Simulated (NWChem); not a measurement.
# BHOClF; SMILES OB(F)Cl

```xyz
5

B      0.0108    -0.4268     0.0000
F     -1.1389    -1.0889     0.0000
Cl    -0.0221     1.3255     0.0000
O      1.1859    -1.0711     0.0000
H      1.0845    -2.0302     0.0000
```
Atoms are numbered in this order, from 1.

Structure relaxed at the PBE0/def2-SVP level.

Symmetry labels are those of Cs in the frame above (b1 and b2, or b-type labels, depend on it).

### Question
List the 6 lowest vertical singlet excitations from CAM-B3LYP/6-31G* (spherical d), full TDDFT (NWChem).

### Answer
| state | energy (eV) | oscillator strength | symmetry | leading excitation (squared amplitude) |
|---|---|---|---|---|
| S1 | 8.53 | 0.000 | a" | HOMO → LUMO (1.00) |
| S2 | 9.29 | 0.122 | a' | HOMO−1 → LUMO (0.95) |
| S3 | 9.75 | 0.002 | a" | HOMO−1 → LUMO+1 (0.70) |
| S4 | 9.91 | 0.008 | a' | HOMO → LUMO+1 (0.76) |
| S5 | 9.98 | 0.000 | a" | HOMO−3 → LUMO (0.97) |
| S6 | 10.58 | 0.018 | a" | HOMO−2 → LUMO+1 (0.58) |
